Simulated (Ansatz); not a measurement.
The cluster Ge₂Sb, relaxed as a quartet with UKS PBE0-D4/def2-TZVP in Ansatz, starting from the PBE0-D4/def2-TZVP geometry of the neutral doublet. Force threshold 0.02 eV/Å.

In the def2 sets Sb takes a core potential; there is no spin–orbit coupling. At PBE0-D4/def2-TZVP a doublet of charge 0 lies 1.23 eV below the quartet, each at its own geometry. The structure comes from a short search, and lower isomers may exist.

Start:

Cartesian coordinates in Å:
```
Sb 0.373 0.543 -1.306
Ge -0.225 0.924 1.137
Ge -0.148 -1.467 0.169
```

(1) Estimate the energy that the relaxation releases and the steps that it takes.

(2) Does the start keep its bonding and symmetry?

(3) Predict the relaxed structure.

## Answers

(1) 46.1 kJ/mol, in 5 steps; 24 s on 4 threads of Arm Neoverse V1 on a shared host. No frequencies were taken in this run, so the end may be a saddle point.

(2) By distances, no bond broke or formed. The bond that changes most is Ge2–Ge3, from 2.58 to 2.29 Å (atoms count from 1). Point group C2v at the start, C2v at the end, both within 0.05 Å.

(3) 
Cartesian coordinates in Å:
```
Sb 0.4233 0.6232 -1.4797
Ge -0.2465 0.7500 1.1739
Ge -0.1768 -1.3732 0.3058
```
Bond lengths: 2 × Ge–Sb 2.74 Å; 1 × Ge–Ge 2.29 Å.
